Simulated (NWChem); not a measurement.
Polarisability of H$_{3}$Ga

SMILES: [GaH3]
```xyz
4

Ga     0.0000     0.0000     0.0000
H      0.0000     0.0000     1.5807
H      1.3689     0.0000    -0.7903
H     -1.3689     0.0000    -0.7903
```
Charge 0, spin multiplicity 1.

Program: NWChem. All single points use one geometry, from PBE/def2-SVP, a minimum by its harmonic frequencies.

Basis set: def2-SVPD. Static limit.

The Hamiltonian is non-relativistic. The correlated methods keep 9 core orbitals frozen. B3LYP has NWChem's definition, with VWN1-RPA local correlation. The structure started from a generated list of species. Coupled-cluster values serve here as a point of comparison, not as the truth.

```
method                isotropic polarisability (bohr³)
--------------------  --------------------------------
BHandHLYP                                   (withheld)
B3LYP                                            33.83
HF                                               31.14
PBE                                         (withheld)
CCSD linear response                             32.57
```

### Question
What belongs in the gaps?

### Answer

- BHandHLYP, isotropic polarisability (bohr³): 32.50
- PBE, isotropic polarisability (bohr³): 34.72
